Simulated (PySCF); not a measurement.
# Telling isomers of C2H12NPSi3 apart by NMR

[PySCF 2.14: geometry from GFN2-xTB; NMR shieldings at PBE0/pcSseg-1/GIAO; gas phase; a single conformation; rapidly exchanging positions averaged; no relativistic terms]

Scale: $^{1}$H (σ = 31.72 ppm), $^{13}$C (σ = 186.93 ppm) vs TMS (reference shieldings calculated alike). Splittings of carbon signals by F and P are missing where no couplings were computed. Where no couplings were computed, multiplicities follow the n + 1 count of equivalent neighbours, and m marks all less simple cases (inequivalent or close neighbours, rings, F or P nearby). Shifts are as computed. Against solution values, carbons near 30 ppm lie about +3 ppm off and those near 130 ppm about +5 ppm. Of 1309 compounds with measured shifts, 239 miss one by over three times the rms of a fit or turn the order of signals round; such compounds aren't used in these exercises. OH and NH positions are gas-phase values without hydrogen bonding to other molecules.

(1) Tabulate the signals of `C/N=C/[SiH2]P([SiH3])[SiH3]`, `P[Si@@H]1[SiH2]CCN[SiH2]1`, `P[Si@H]1CC[SiH2]N[SiH2]1` and their relative energies.

(2) What is the quickest way to tell C/N=C/[SiH2]P([SiH3])[SiH3] from P[Si@H]1CC[SiH2]N[SiH2]1?

(3) What is the quickest way to tell P[Si@@H]1[SiH2]CCN[SiH2]1 from P[Si@H]1CC[SiH2]N[SiH2]1?

(4) What is the quickest way to tell C/N=C/[SiH2]P([SiH3])[SiH3] from P[Si@@H]1[SiH2]CCN[SiH2]1?

## Answers

(1) 
```json
{"SMILES": "C/N=C/[SiH2]P([SiH3])[SiH3]", "carbon types": "1×CH 1×CH3", "δC": "176.4, 57.9", "δH": "8.63 (m, 1H), 4.64 (m, 2H), 4.05 (m, 6H), 3.86 (s, 3H)", "E rel. (kcal/mol)": "48.5"}
{"SMILES": "P[Si@@H]1[SiH2]CCN[SiH2]1", "carbon types": "2×CH2", "δC": "44.8, 14.4", "δH": "5.56 (m, 1H), 5.13 (m, 1H), 4.30 (m, 1H), 4.14 (m, 1H), 4.08 (m, 1H), 3.32 (m, 1H), 2.58 (m, 1H), 1.02 (m, 2H), 0.89 (m, 1H), 0.72 (m, 1H), 0.05 (br s, 1H)", "E rel. (kcal/mol)": "24.1"}
{"SMILES": "P[Si@H]1CC[SiH2]N[SiH2]1", "carbon types": "2×CH2", "δC": "12.9, 12.6", "δH": "5.21 (m, 1H), 5.12 (m, 1H), 4.98 (m, 1H), 4.74 (m, 1H), 4.40 (m, 1H), 1.84 (m, 1H), 1.23 (m, 1H), 1.18 (m, 1H), 1.06 (m, 1H), 0.82 (m, 2H), -0.59 (br s, 1H)", "E rel. (kcal/mol)": "0.0"}
```

Energies are electronic energies at PBE0/pcSseg-1 on these geometries, without zero-point or thermal terms, each for the one conformer computed, which needn't be the lowest.

(2) Both give the same number of carbon signals, but DEPT or the intensities differ. The first has a C=N carbon (CH) at 176.4 ppm, the second an sp3 CH2 bonded to Si at 12.9 ppm. In the proton spectra the most deshielded non-exchanging signals are 8.63 (m, 1H) and 5.21 (m, 1H).

(3) Both give the same number of carbon signals, with the same numbers of each carbon type, so the positions decide. The first has an sp3 CH2 bonded to N at 44.8 ppm, the second an sp3 CH2 bonded to Si at 12.6 ppm. Their most deshielded carbons lie at 44.8 and 12.9 ppm.

(4) Both give the same number of carbon signals, but DEPT or the intensities differ. The first has a C=N carbon (CH) at 176.4 ppm, the second an sp3 CH2 bonded to N at 44.8 ppm. In the proton spectra the most deshielded non-exchanging signals are 8.63 (m, 1H) and 5.56 (m, 1H).
